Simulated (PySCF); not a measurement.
Two-component Hartree-Fock for Pb⁺ (lead, charge +1)

Start: [Xe] 4f14 5d10 6s2 6p1; 6p3/2 filled at m_j = +3/2. Calculated with PySCF 2.14 in x2c-SVPall-2c (7s11p7d2f, 89 functions): generalised Hartree-Fock with the X2C-1e Hamiltonian and a Gaussian nucleus; one run each with spin-orbit coupling (SO) screened by Boettger's factors, then bare. This is a chosen level, not necessarily the ground level.

```csv
spinor shell,electrons,"ε, screened SO (eV)","ε, bare SO (eV)",weight of nominal j (bare SO),"rms radius, bare SO (bohr)"
1s1/2,2,-88472.1,-88469.9,1.000,0.0181
2s1/2,2,-15984.8,-15984.1,1.000,0.0730
2p1/2,2,-15328.3,-15377.6,1.000,0.0615
2p3/2,4,-13133.0,-13118.5,1.000,0.0701
3s1/2,2,-3915.6,-3915.4,1.000,0.186
3p1/2,2,-3620.1,-3631.0,1.000,0.178
3p3/2,4,-3123.3,-3119.9,1.000,0.195
3d3/2,4,-2641.5,-2650.5,1.000,0.171
3d5/2,6,-2537.0,-2531.3,1.000,0.175
4s1/2,2,-932.16,-932.11,1.000,0.408
4p1/2,2,-802.80,-805.52,1.000,0.411
4p3/2,4,-679.73,-678.91,1.000,0.446
4d3/2,4,-468.22,-470.17,1.000,0.459
4d5/2,6,-445.36,-444.11,1.000,0.465
5s1/2,2,-175.19,-175.20,1.000,0.916
4f5/2,6,-169.50,-170.96,1.000,0.494
4f7/2,8,-164.62,-163.51,1.000,0.497
5p1/2,2,-128.78,-129.31,1.000,0.981
5p3/2,4,-105.88,-105.75,1.000,1.07
5d3/2,4,-38.852,-39.085,0.999,1.37
5d5/2,6,-36.316,-36.177,0.999,1.40
6s1/2,2,-22.534,-22.542,1.000,2.46
6p3/2,1,-12.829,-12.822,1.000,3.42
```

| quantity | screened SO | bare SO |
| --- | --- | --- |
| E (hartree) | -20901.88526 | -20904.10106 |
| M_J | 3/2 | 3/2 |
| ⟨J²⟩ | 3.757 | 3.757 |
| ⟨L²⟩ | 2.194 | 2.207 |
| ⟨S²⟩ | 0.942 | 0.955 |

Each row is a mean over spinors that exchange with the open shell spreads, by up to 1.654 eV (6s1/2).

Breit and QED terms are absent; they matter most for the inner s and p1/2 levels.

Densities and radii are taken from the X2C orbitals without a picture-change correction, which distorts them close to the nucleus.
